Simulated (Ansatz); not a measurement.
Cl3Y, charge +1, doublet, geometry from GFN2-xTB (such geometries of metal compounds can be far from the true shape) (the multiplicity is a formal guess) (core potentials on Y); HF/def2-TZVP run with Ansatz (a program for electronic structure).

Ansatz was given this input:
Ansatz 0.2 input:
```yaml
crystal:
  periodic: [false, false, false]
  atoms:
    - {symbol: Y, position_ang: [0.27188684, 0.69872193, 0.42992267]}
    - {symbol: Cl, position_ang: [1.62680609, -0.89796698, -0.89804287]}
    - {symbol: Cl, position_ang: [-0.88335792, -1.29797139, 1.33950468]}
    - {symbol: Cl, position_ang: [-1.36718856, 0.59298807, -1.42775499]}
basis:
  gaussian:
    orbitals: def2-TZVP
hamiltonian:
  xc: hf
total_charge: 1
magnetization: {spin_polarized: true, initial_magnetization: 1}
scf: {lower_state_search: light}
```

### Question
Predict the main parts of the log of this Ansatz run.

### Answer

```
Functional definition: HF
1425 factors; their error is unknown
mean field evaluation 1: about -38535.3067 eV, gradient 2.3e1 eV
mean field evaluation 2: about -38537.9689 eV, gradient 1.3e1 eV
mean field evaluation 4: about -38538.7126 eV, gradient 8.7e-1 eV
mean field evaluation 8: about -38538.7325 eV, gradient 1.6e-1 eV
mean field evaluation 16: about -38538.7297 eV, gradient 2.5e-2 eV
mean field evaluation 32: about -38539.7337 eV, gradient 1.8e-1 eV
mean field evaluation 64: about -38539.7230 eV, gradient 5.0e-1 eV
mean field evaluation 96: about -38539.7331 eV, gradient 6.8e-2 eV
mean field evaluation 128: about -38539.7374 eV, gradient 8.4e-3 eV
mean field evaluation 160: about -38539.5324 eV, gradient 1.4e0 eV
mean field evaluation 192: about -38539.7375 eV, gradient 7.9e-3 eV
mean field evaluation 224: about -38539.7378 eV, gradient 7.8e-3 eV
mean field evaluation 256: about -38535.4831 eV, gradient 4.1e0 eV
mean field evaluation 288: about -38539.7254 eV, gradient 5.4e-4 eV
mean field evaluation 320: about -38539.2715 eV, gradient 3.0e-4 eV
mean field evaluation 352: about -38539.7378 eV, gradient 6.3e-2 eV
mean field -38539.73786522 eV, -1416.3092433743 hartree, gradient 7.3e-6 eV, S^2 0.765221; 10 other end points of the search recorded, 0 dependent functions left out
reference -38539.73786522 eV, -1416.3092433743 hartree; 31, 30 occupied and 120, 121 virtual orbitals, 1425 factors
Total energy: -38539.73786522 eV, -1416.3092433743 hartree
```
